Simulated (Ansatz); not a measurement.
`[Cl][Al]([Cl])[Br]` + HI → `[Cl][Al]([Cl])[I]` + HBr at 700 K and 1 bar (ligand exchange at the Al–Br bond).

Isolated molecules relaxed with PBE0-D4/def2-TZVP in Ansatz; ΔE leaves out vibrations. CBS: MP2 limit from def2 TZ/QZ plus the TZ coupled-cluster correction, frozen cores. def2 core potentials past Kr. For Br, I outer-core shells are correlated without core-valence functions, which leaves a few kJ/mol of doubt a bond. Scalar relativity is left out up to krypton.

```csv
species,CCSD(T)/CBS energy (Eh),H − E (kJ/mol),S (J/(mol·K))
`[Cl][Al]([Cl])[Br]`,-3735.10209,60.0,400.6
HI,-298.03592,34.6,231.7
`[Cl][Al]([Cl])[I]`,-1459.21603,59.8,409.4
HBr,-2573.91920,36.5,223.7
```

H − E and S are ideal-gas, rigid-rotor, harmonic terms from PBE0-D4/def2-TZVP. 1 Eh = 2625.50 kJ/mol, R = 8.31446 J/(mol·K).

Task: By hand: ΔE, ΔH, ΔS and ΔG.

Result: ΔE = (-1459.21603) + (-2573.91920) − (-3735.10209) − (-298.03592) = 0.00278 Eh = 7.3 kJ/mol. Δ(H − E) = 59.8 + 36.5 − 60.0 − 34.6 = 1.7, so ΔH = 9.0 kJ/mol. ΔS = 409.4 + 223.7 − 400.6 − 231.7 = 0.8 J/(mol·K). ΔG = 9.0 − 700 × (0.8)/1000 = 8.4 kJ/mol.

Task: By hand: the equilibrium constant, and the temperature at which ΔG would vanish if ΔH and ΔS stayed fixed.

Result: log₁₀ K = −ΔG/(RT ln 10) = -0.6. ΔG = 0 at ΔH/ΔS = 11250 K, far beyond where these terms or the molecules hold.

The number of gas molecules stays the same, so ΔS is small and ΔH decides. A doubt of 5 kJ/mol in ΔE shifts log₁₀ K by 0.4 here. These are equilibria of isolated gas molecules and say nothing of rates. Largest T1 diagnostic: 0.008 (customary marks: 0.02 for closed shells, 0.045 for open ones).
